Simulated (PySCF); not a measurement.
# Two-dimensional NMR puzzle

Compound of formula C₉H₁₂. Correlations simulated from computed shifts and the bond graph:

HSQC (one-bond C–H):
```tsv
δH	δC
5.99	131.8
5.95	130.5
5.89	148.7
5.83	126.7
5.39	122.6
5.29	122.6
2.95	32.0
2.77	50.1
2.74	32.2
```

COSY cross peaks (H two or three bonds apart, from the bond graph; peaks can be absent where the dihedral angle is near 90°):
```tsv
δH	δH
5.99	5.95
5.99	2.74
5.95	2.95
5.89	5.39
5.89	5.29
5.89	2.77
5.83	2.95
5.39	5.29
```

HMBC (two and three bonds, from the bond graph):
```tsv
δH	δC
5.99	140.3, 130.5, 32.2, 32.0
5.95	131.8, 126.7, 32.2, 32.0
5.89	140.3, 122.6, 50.1
5.83	140.3, 130.5, 50.1, 32.2, 32.0
5.39	148.7, 50.1
5.29	148.7, 50.1
2.95	140.3, 131.8, 130.5, 126.7
2.77	148.7, 140.3, 126.7, 122.6, 32.2
2.74	140.3, 131.8, 130.5, 126.7, 50.1
```

Carbons without hydrogens: δ 140.3.

- structure optimised with GFN2-xTB
- shieldings: GIAO PBE0/pcSseg-1
- run in PySCF 2.14
- relativity neglected, a single conformation, one averaged value for each set of equivalent atoms, gas phase

Chemical shifts δ = σref − σ; TMS for 1H (31.72 ppm) and 13C (186.93 ppm), all at this level.

Exchangeable hydrogens are left out of these lists.

**Question.** Assemble the structure.

**Answer.** `C=CCC1=CCC=CC1`.

Structure with atom numbers: `[CH2:1]=[CH:2][CH2:3][C:4]1=[CH:5][CH2:6][CH:7]=[CH:8][CH2:9]1`. Hydrogens are named by the atom that carries them. Ha(C1) is cis to C3; Hb(C1) is trans to C3.

δC 148.7 is C2, an alkene CH (δH 5.89). δC 140.3 is C4, a fully substituted alkene carbon. δC 131.8 is C8, an alkene CH (δH 5.99). δC 130.5 is C7, an alkene CH (δH 5.95). δC 126.7 is C5, an alkene CH (δH 5.83). δC 122.6 is C1, a terminal =CH2 carbon (δH 5.29, 5.39). δC 50.1 is C3, an allylic sp3 CH2 (δH 2.77). δC 32.2 is C9, an allylic sp3 CH2 (δH 2.74). δC 32.0 is C6, an allylic sp3 CH2 (δH 2.95). HMBC from δH 5.99 reaches the proton-free carbon C4. HMBC from δH 5.89 reaches the proton-free carbon C4. HMBC from δH 5.83 reaches the proton-free carbon C4. HMBC from δH 2.95 reaches the proton-free carbon C4. COSY links 5.99–5.95, 5.99–2.74, 5.95–2.95, 5.89–5.39, 5.89–5.29, 5.89–2.77.

This is the structure that produced the data.

Shifts are as computed. Against solution values, carbons near 30 ppm lie about +3 ppm off and those near 130 ppm about +5 ppm. Of 1211 compounds with measured shifts, 218 miss one by over three times the rms of a fit or turn the order of signals round; such compounds aren't used in these exercises.
